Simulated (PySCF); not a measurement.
# Dipole moment and polarisability of `C#C[SiH2][C@H]([SiH3])[SiH2]F`

Compound: C3H9FSi3.
Numbering: `[CH:1]#[C:2][SiH2:3][C@H:4]([SiH3:5])[SiH2:6][F:7]` (hydrogens: H8 on C1; H9, H10 on Si3; H11 on C4; H12, H13, H14 on Si5; H15, H16 on Si6)

Structure used (GFN2-xTB), in Å, numbered top down from 1:
```xyz
16
C3H9FSi3 angstrom
C      3.4010    0.8449   -0.4955
C      2.5107    0.2512    0.0521
Si     1.1366   -0.6787    0.8750
C     -0.4827   -0.2570   -0.0499
Si    -0.9515    1.5864    0.1014
Si    -1.8999   -1.3974    0.4646
F     -2.1430   -1.1845    2.0448
H      4.1795    1.3669   -0.9740
H      1.4415   -2.1134    0.7468
H      1.0780   -0.2738    2.2824
H     -0.2933   -0.4451   -1.1109
H      0.1686    2.4146   -0.3537
H     -2.1193    1.8584   -0.7461
H     -1.2768    1.9186    1.4885
H     -1.5770   -2.8145    0.3449
H     -3.1801   -1.0677   -0.1467
```

Level: B3LYP/def2-SVPD (PySCF), static field, nuclei fixed, core orbitals frozen in the response. The polarisability tensor in these axes (au):

```
x   130.46   9.87  -5.91
y     9.87 112.62  -8.09
z    -5.91  -8.09  92.66
```

Q: What are the eigenvalues, a third of the trace, and Δα (Δα² = ½Σ(αi − αj)² over the three pairs)?

A: Principal values 89.66, 109.50 and 136.60 au; mean 111.92 au = 16.58 Å³ = 18.45 × 10⁻⁴⁰ C²·m²/J; Δα = 40.81 au (36 % of the mean).

Q: What is the dipole moment, and where does it point?

A: (0.70, 0.12, -2.03) D, 2.15 D in size, pointing from the negative to the positive side. Measured along this direction, the outermost atoms are F7 at the negative end and H8 at the positive end.

Q: What molar refraction does this α imply?

A: Lorentz–Lorenz: R = (4π/3)N_A α = 2.5225 cm³/(mol·Å³) × 16.58 Å³ = 41.8 cm³/mol, in the limit of long wavelengths.

Q: What would n − 1 = 2πNα be for an ideal gas of these molecules at 350 K and 1 atm, electronic part alone?

A: N = p/kT = 2.0968 × 10¹⁹ cm⁻³, so n − 1 = 2π × N × 16.58 × 10⁻²⁴ cm³ = 2185 × 10⁻⁶ at long wavelengths.

Q: How large is μ²/3kT at 350 K beside α?

A: In Gaussian units μ²/3kT = 31.89 Å³ against 16.58 Å³, a ratio of 1.92; the Debye molar polarisation (4π/3)N_A(α + μ²/3kT) is 122.3 cm³/mol, leaving out the vibrational part.

The structure is a single GFN2-xTB conformer in the gas phase; no vibrational or solvent corrections.
